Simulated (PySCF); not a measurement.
Compound: C7H12S.
Z-matrix (Å and degrees, PBE0-D3(BJ)/def2-SVP geometry), rows numbered from 1:
```
C 
C   1  1.5204
C   2  1.5237  1  114.59
C   3  1.5233  2  112.70  1   175.70
C   4  1.5235  3  113.45  2  -173.16
C   5  1.4978  4  113.34  3   -52.71
C   6  1.3400  5  124.78  4    17.01
S   7  1.7488  6  127.08  5     2.65
H   1  1.1009  2  111.67  3    61.70
H   1  1.1015  2  111.17  3   -58.27
H   1  1.1001  2  111.01  3  -178.25
H   2  1.1037  1  110.19  3  -122.80
H   2  1.1039  1  109.67  3   120.63
H   3  1.1045  2  109.11  1    54.21
H   4  1.1030  3  108.55  2    64.33
H   4  1.1030  3  108.38  2   -51.27
H   5  1.1031  4  109.31  3  -174.81
H   5  1.1065  4  109.86  3    70.36
H   6  1.0946  5  117.62  4  -162.35
H   7  1.0941  6  120.68  5  -177.91
```

Method: PySCF, TDDFT CAM-B3LYP/def2-SVPD, vertical, gas phase, core orbitals frozen in the response.

```json
{"state": "S1", "E (eV)": "5.25", "λ (nm)": "236.2", "ν̃ (cm⁻¹)": "42330", "f": "0.067", "main configurations (H = HOMO, L = LUMO)": "H→L (56%), H→L+1 (21%), H→L+5 (12%)"}
{"state": "S2", "E (eV)": "5.61", "λ (nm)": "221.1", "ν̃ (cm⁻¹)": "45230", "f": "0.024", "main configurations (H = HOMO, L = LUMO)": "H→L+1 (38%), H→L (32%), H→L+2 (14%)"}
{"state": "S3", "E (eV)": "5.89", "λ (nm)": "210.3", "ν̃ (cm⁻¹)": "47540", "f": "0.107", "main configurations (H = HOMO, L = LUMO)": "H→L+1 (34%), H→L+5 (22%), H→L+3 (19%)"}
{"state": "S4", "E (eV)": "6.36", "λ (nm)": "194.9", "ν̃ (cm⁻¹)": "51300", "f": "0.028", "main configurations (H = HOMO, L = LUMO)": "H→L+3 (53%), H→L+2 (18%), H→L+4 (11%)"}
{"state": "S5", "E (eV)": "6.42", "λ (nm)": "193.2", "ν̃ (cm⁻¹)": "51750", "f": "0.0058", "main configurations (H = HOMO, L = LUMO)": "H→L+2 (31%), H→L+5 (28%), H→L+4 (28%)"}
{"state": "S6", "E (eV)": "6.64", "λ (nm)": "186.8", "ν̃ (cm⁻¹)": "53520", "f": "0.0037", "main configurations (H = HOMO, L = LUMO)": "H→L+4 (46%), H→L+3 (17%), H→L+5 (11%)"}
```

The lowest singlet comes at 236 nm (506 kJ/mol) in the ultraviolet; it is of moderate strength; its leading configuration is HOMO→LUMO (56%). The most intense listed level is S3 at 5.89 eV (210 nm, f = 0.107), 0.65 eV above S1. Löwdin shares by element: HOMO sulfur 45%, carbon 42% or more; LUMO carbon 38% or more, sulfur 12% (atoms not listed hold the other 50%). The listed states span 1.39 eV, and the widest gap between neighbours is 0.47 eV (S3 to S4). Weighted by f, the mean energy of these states is 5.76 eV. Of the 6 states listed, 4 reach f = 0.01 and none stays under 0.0005. The window holds the lowest 6 singlets.

One conformer stands for the species.
